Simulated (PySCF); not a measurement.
Br₂⁺: everyday levels beside a composite calculation

PySCF; the state is a doublet (π ↑). The composite is CCSD(T) extrapolated to the basis-set limit from two correlation-consistent sets, with core-valence (CV) and scalar-relativistic (SR) terms as its label shows; it has no spin–orbit coupling and nothing beyond (T). Here it is CCSD(T)/CBS(TQ). It gives Re = 2.201 Å, ωe = 373 cm⁻¹ and De = 3.38 eV to Br⁺ + Br.

```tsv
level	basis	relativity	Re (Å)	ωe (cm⁻¹)	De (eV)
UHF	def2-TZVPPD	no relativity	2.165	424	1.35
PBE	def2-TZVPPD	no relativity	2.225	357	4.04
BLYP	def2-TZVPPD	no relativity	2.258	335	3.83
r²SCAN	def2-TZVPPD	no relativity	2.205	371	3.76
M06-L	def2-TZVPPD	no relativity	2.203	370	3.70
B3LYP	def2-TZVPPD	no relativity	2.221	363	3.55
PBE0	cc-pVTZ-PP	scalar-relativistic core potentials	2.191	386	3.57
PBE0	def2-TZVPPD	no relativity	2.190	387	3.61
r²SCAN0	def2-TZVPPD	no relativity	2.180	395	3.41
ωB97X-V	def2-TZVPPD	no relativity	2.175	406	3.47
```

Q: Give the difference of each row from the composite.

A: 

```csv
level,basis,ΔRe (pm),Δωe (%),ΔDe (eV)
UHF,def2-TZVPPD,-3.6,+13.7,-2.03
PBE,def2-TZVPPD,+2.4,-4.3,+0.66
BLYP,def2-TZVPPD,+5.7,-10.2,+0.45
r²SCAN,def2-TZVPPD,+0.4,-0.5,+0.38
M06-L,def2-TZVPPD,+0.2,-0.8,+0.32
B3LYP,def2-TZVPPD,+2.0,-2.7,+0.17
PBE0,cc-pVTZ-PP,-1.0,+3.5,+0.19
PBE0,def2-TZVPPD,-1.1,+3.8,+0.23
r²SCAN0,def2-TZVPPD,-2.1,+5.9,+0.03
ωB97X-V,def2-TZVPPD,-2.6,+8.8,+0.09
```

Q: Which rows come closest in De?

A: r²SCAN0 in def2-TZVPPD (+0.03 eV), counted from the composite.

Correlated steps freeze 18 core orbitals. Spin–orbit coupling is left out. The state is the lowest determinant that a PBE0 search found; another state may lie lower at other levels.
